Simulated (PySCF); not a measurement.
A PySCF script (with the pyscf-properties extension) for the NMR shieldings of SMILES O(C1=C(C)[C@@H](B)C1)C, C$_{6}$H$_{11}$BO, on a GFN2-xTB geometry:

```python
import basis_set_exchange as bse
import numpy as np
from pyscf import gto, dft
from pyscf.prop import nmr

atoms = """
B    -2.483911    0.289761   -0.627829
C    -1.518360   -0.686805    0.106085
C    -0.601990   -1.625651   -0.730543
C     0.519913   -0.706856   -0.350344
O     1.812564   -0.837184   -0.736723
C     2.715062    0.133660   -0.262817
C    -0.230295    0.108565    0.399094
C    -0.076715    1.335919    1.227005
H    -3.269607    0.902186   -0.013803
H    -2.367449    0.480492   -1.775562
H    -1.911093   -1.170179    1.003051
H    -0.827699   -1.671539   -1.793600
H    -0.512723   -2.635220   -0.333897
H     3.667734   -0.073589   -0.748029
H     2.838346    0.061575    0.822475
H     2.383532    1.143275   -0.522791
H     0.954783    1.485356    1.537826
H    -0.698839    1.256045    2.118126
H    -0.403057    2.219439    0.674812
"""
names = dict.fromkeys(["B", "C", "O", "H"], "pcSseg-1")
basis = {el: gto.basis.parse(bse.get_basis(n, elements=[el], fmt="nwchem")) for el, n in names.items()}
mol = gto.M(atom=atoms, basis=basis, charge=0, verbose=0)
mf = dft.RKS(mol, xc="PBE0")
mf.grids.level = 2
mf.grids.alignment = dft.numint.BLKSIZE   # the property module wants whole blocks of grid points
mf.conv_tol = 1e-9
mf.kernel()

calc = nmr.RKS(mf)   # GIAO
C = mf.mo_coeff
Co = C[:, mf.mo_occ > 0]
resp = mf.gen_response(singlet=True, hermi=2)
def vind(x):   # induced exchange potential for any number of trial vectors
    d = np.einsum("pi,xij,qj->xpq", C, 2 * x.reshape(-1, C.shape[1], Co.shape[1]), Co, optimize=True)
    return np.einsum("xpq,pi,qj->xij", resp(d - d.transpose(0, 2, 1)), C, Co, optimize=True).ravel()
mo1, _ = nmr.rhf.solve_mo1(calc, with_cphf=vind)
sigma = calc.kernel(mo1)
for i, s in enumerate(sigma):   # ppm
    w = np.linalg.eigvalsh((s + s.T) / 2)
    print("%2d %-2s iso %8.1f  s11 %8.1f  s22 %8.1f  s33 %8.1f" % (i, mol.atom_pure_symbol(i), w.mean(), *w))
```

Problem. What are the results?

Solution. 
```
 0 B  iso     14.5  s11    -62.8  s22    -19.7  s33    125.8
 1 C  iso    145.1  s11    105.6  s22    156.7  s33    173.0
 2 C  iso    147.8  s11    138.5  s22    145.9  s33    159.2
 3 C  iso     28.6  s11    -60.3  s22     48.5  s33     97.5
 4 O  iso    211.9  s11     81.8  s22    271.4  s33    282.5
 5 C  iso    129.0  s11    102.1  s22    106.1  s33    178.8
 6 C  iso     79.2  s11     -0.5  s22    113.6  s33    124.5
 7 C  iso    168.7  s11    154.0  s22    163.4  s33    188.6
 8 H  iso     24.1  s11     16.9  s22     26.4  s33     28.9
 9 H  iso     24.2  s11     15.8  s22     27.4  s33     29.3
10 H  iso     28.7  s11     25.2  s22     27.4  s33     33.4
11 H  iso     29.2  s11     26.1  s22     26.9  s33     34.6
12 H  iso     29.0  s11     26.0  s22     26.8  s33     34.3
13 H  iso     27.7  s11     23.8  s22     25.8  s33     33.5
14 H  iso     27.8  s11     24.7  s22     25.8  s33     32.8
15 H  iso     27.7  s11     24.8  s22     26.4  s33     32.1
16 H  iso     29.5  s11     24.5  s22     29.7  s33     34.3
17 H  iso     29.9  s11     25.8  s22     28.4  s33     35.5
18 H  iso     30.0  s11     25.6  s22     28.2  s33     36.3
```

These numbers come from an equivalent density-fitted implementation of the same equations, which agrees with the script to about 0.01 ppm for H and up to a few tenths of a ppm for heavy atoms, so last digits may differ.

Size and cost of the density-fitted run: 191 basis functions, 30 s wall time on 1 thread of an Arm Neoverse V1, shared host.
